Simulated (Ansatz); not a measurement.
Relaxation of BBrClH₃ (6 atoms, charge 0, multiplicity 1), to a largest force component of 0.03 eV/Å in at most 50 steps.

The calculation used RKS BLYP-D4/def2-SVP (Ansatz).

```xyz
6
Properties=species:S:1:pos:R:3:forces:R:3
B -0.012 0.256 0.050 -0.03 0.16 0.96
Cl -0.040 0.676 1.831 0.01 -0.11 -0.84
H 1.065 0.170 -0.468 0.09 0.00 -0.05
H -1.074 0.165 -0.500 -0.07 0.00 -0.05
Br 0.094 -2.892 0.804 0.02 0.82 0.93
H 0.122 -1.889 1.932 -0.02 -0.87 -0.95
```

**Question.** Where does it end, and by what steps?

**Answer.** It converged. The force dipped under the threshold on the way, but the program's further checks kept it going. After 11 steps the energy has fallen by 0.084 eV; H6 moved furthest, 0.31 Å.

```
step  energy less start (eV)  largest force component (eV/Å)  accepted
   0                  0.0000                           0.960       yes
   1                 -0.0512                           0.704       yes
   2                 -0.0664                           0.559       yes
   3                 -0.0726                           0.487       yes
   4                 -0.0780                           0.285       yes
   5                 -0.0614                           0.788        no
   6                 -0.0833                           0.067       yes
   7                 -0.0820                           0.267        no
   8                 -0.0840                           0.013       yes
   9                 -0.0840                           0.059        no
  10                 -0.0841                           0.033       yes
  11                 -0.0842                           0.026       yes
```

```xyz
6
Properties=species:S:1:pos:R:3
B -0.011 0.292 0.068
Cl -0.039 0.872 1.742
H 1.062 0.184 -0.471
H -1.068 0.125 -0.487
Br 0.087 -2.806 0.749
H 0.123 -2.181 2.049
```

Whether the end is a true minimum wasn't checked by a vibrational analysis.

Time of the run: 20 s on 1 thread of Arm Neoverse V2, on a shared host, peak memory 0.14 GiB.
